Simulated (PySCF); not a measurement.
**A small calculation by hand: chemical shift, span and skew from a shielding tensor**

Al(GeH3)(H)(Me) (CH7AlGe), SMILES [CH3][AlH][GeH3]. Atoms are numbered in the order given.

```xyz
10

Al    -1.2585     0.2974    -0.4366
Ge     0.8533    -0.6414     0.4850
H      1.2533    -1.9798    -0.2064
H      2.0835     0.3033     0.3509
H      0.7296    -0.9825     2.0010
H     -2.5836    -0.6093    -0.3698
C     -1.3645     2.0917    -1.2345
H     -2.1158     2.7096    -0.6952
H     -1.7226     2.0251    -2.2854
H     -0.4029     2.6424    -1.2340
```
Charge 0, spin multiplicity 1.

Geometry: PBE-D3(BJ)/def2-SVP. The structure was generated by enumeration; whether it is a known compound was not checked.

GIAO shieldings from PBE/pcSseg-1 (PySCF), non-relativistic, no solvent. The symmetric part of the tensor of C7 has the principal values 158.0, 184.7, 191.4 ppm. The same nucleus in TMS has σ = 182.0 ppm at this level (PySCF, at its B3LYP-D3(BJ)/def2-TZVP geometry).

Task: Work out the isotropic shielding, the ¹³C shift against TMS, the span and the skew.

Result: 
σ(iso) = (σ11 + σ22 + σ33)/3 = 178.0 ppm. δ = σ(ref) − σ(iso) = 182.0 − (178.0) = 4.0 ppm.
Span Ω = σ33 − σ11 = 33.4 ppm. Skew κ = 3(σ(iso) − σ22)/Ω = -0.60. Tumbling in solution averages the tensor to δ; in a static solid the shielding alone would spread this spin-1/2 line over Ω.
